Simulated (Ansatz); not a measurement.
Task: Name a neutral molecule of Br, C, F, I with HOMO energy (ωB97M-V/def2-TZVPP) between -9.50 and -9.20 eV and LUMO energy (B3LYP/def2-TZVPP) between -1.85 and -1.55 eV (Ansatz, PBE0-D4/def2-TZVP geometry).

Result: `F/C(Br)=C(/F)I` (-9.23 eV, -1.81 eV). Other molecules can fit too; these were computed, each in one conformer that needn't be the lowest.

B3LYP here is the variant with VWN-RPA as its local correlation; programs differ in this.
